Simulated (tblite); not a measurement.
C₉H₇ (doublet state).
Geometry (GFN2-xTB, Å), atoms numbered from 1 in this order:
```
atom  x, y, z in Å
C1    -1.063    2.934    0.550
C2    -0.334    2.046    0.114
C3     0.521    0.949    0.160
C4     1.882    1.004    0.393
C5     2.427   -0.305    0.285
C6     1.423   -1.188    0.028
C7     0.167   -0.467   -0.048
C8    -1.031   -1.035   -0.277
C9    -2.336   -0.350   -0.392
H10    2.441    1.898    0.601
H11    3.471   -0.539    0.390
H12    1.511   -2.249   -0.119
H13   -1.054   -2.113   -0.396
H14   -2.260    0.703   -0.138
H15   -2.703   -0.445   -1.416
H16   -3.069   -0.833    0.254
```

Computed values, GFN2-xTB/tblite, gas phase, harmonic and unscaled. Against measured fundamentals such values can be off by several per cent, at times by over 20. One conformer, not necessarily the lowest. Open shells enter through the occupations alone, without spin polarisation, and single modes of such species can be off by tens of per cent.

Harmonic wavenumbers (cm⁻¹): 73.0, 89.6, 149.6, 175.6, 221.0, 254.7, 378.4, 395.3, 463.4, 516.5, 600.5, 647.7, 706.5, 764.6, 799.3, 808.6, 840.6, 867.8, 980.4, 1008.1, 1048.8, 1087.7, 1130.9, 1142.7, 1214.1, 1241.8, 1319.3, 1335.0, 1381.8, 1390.1, 1447.5, 1454.0, 1518.2, 1665.1, 1892.6, 2984.1, 3011.1, 3023.3, 3073.6, 3129.2, 3142.4, 3147.7.

A = 2369, B = 1751, C = 1017 MHz; mass 115.055 u (most abundant isotopes); point group C1, symmetry number 1; spin multiplicity 2.

Problem. What is the zero-point energy?

Solution. ½Σν̃ = 26261 cm⁻¹ = 75.08 kcal/mol.

Problem. What is S at 500 K and 1 bar for an ideal gas of classical rigid rotors and harmonic oscillators?

Solution. Translation 42.73, rotation 30.26, vibration 39.92, spin (R ln 2) 1.38: S = 114.3 cal/(mol K).

Problem. And Cp and H(500 K) − H(0)?

Solution. Cp = 49.70 cal/(mol K), of which vibrations give 41.75 (their classical limit is 42 R = 83.5); H(500 K) − H(0) = 14.61 kcal/mol without the zero-point energy, 10.63 from vibrations.

Problem. Which modes carry the vibrational entropy at 500 K?

Solution. 73.0 cm⁻¹: 5.09; 89.6 cm⁻¹: 4.69; 149.6 cm⁻¹: 3.68; 175.6 cm⁻¹: 3.36; 221.0 cm⁻¹: 2.92; 254.7 cm⁻¹: 2.65 cal/(mol K); the other 36 give 17.53 together.

Problem. Blend soft modes into free rotors: weight 1/[1 + (100 cm⁻¹/ν̃)⁴] for the oscillator and the rest for a rotor with moment μB/(μ + B), μ = h/(8π²ν), B = 10⁻⁴⁴ kg m². What vibrational entropy results?

Solution. 37.90 cal/(mol K) in place of 39.92, which changes −T·S at 500 K by +1.01 kcal/mol.

Hindered rotation and anharmonicity are outside this model. Other conformers, if any are populated, would add a mixing term that is left out. The structure is chiral; the term R ln 2 for an equal mix with its mirror image is left out.
